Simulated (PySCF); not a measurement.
# Basis and Hamiltonian dependence of the excitation energy of Be

Be [He] 2s2 (1S) → Be [He] 2s1 2p1 (3P). Calculated with PySCF 2.14 from differences of total energies of unrestricted determinants, without spin-orbit coupling. Values in eV.

```tsv
basis	Hamiltonian	functions	UHF	r2SCAN	PBE0	MP2 (valence)	CCSD(T) (valence)	CCSD(T) (valence and next inner shell)
ANO-RCC-VTZP	spin-free X2C	30	1.614	2.138	2.293	2.295	2.744	2.736
cc-pVTZ	non-relativistic	30	1.625	2.136	2.291	2.320	n/a	n/a
x2c-QZVPPall with one added diffuse shell each of s, p type	spin-free X2C	40	1.618	2.128	2.286	2.317	2.732	2.719
aug-cc-pVTZ-DK	spin-free X2C	46	1.621	2.135	2.290	2.319	2.730	n/a
aug-cc-pVTZ	non-relativistic	46	1.619	2.133	2.288	2.317	2.729	n/a
aug-cc-pCVTZ-DK	spin-free X2C	59	1.620	2.134	2.290	2.327	2.733	2.734
aug-cc-pVTZ with one added diffuse shell each of s, p, d, f type	non-relativistic	62	1.619	2.133	2.288	2.317	2.729	n/a
dyall-av3z	spin-free X2C	76	1.617	2.131	2.285	2.334	2.735	n/a
dyall-acv3z	spin-free X2C	76	1.617	2.131	2.285	2.334	2.735	2.737
dyall-av3z	non-relativistic	76	1.615	2.130	2.283	2.333	2.733	n/a
aug-cc-pVQZ	non-relativistic	80	1.615	2.128	2.284	2.341	2.731	n/a
aug-cc-pVQZ-DK	spin-free X2C	80	1.617	2.129	2.286	2.342	2.732	n/a
aug-cc-pVQZ with one added diffuse shell each of s, p, d, f, g type	non-relativistic	105	1.615	2.127	2.284	2.341	n/a	n/a
aug-cc-pCVQZ-DK	spin-free X2C	109	1.616	2.129	2.284	2.345	n/a	n/a
```

Frozen in the all-electron rows: valence: 1s2; valence and next inner shell: nothing.

Reference for a calculation without spin-orbit coupling: 2.725 eV (measured, between term centres; NIST).
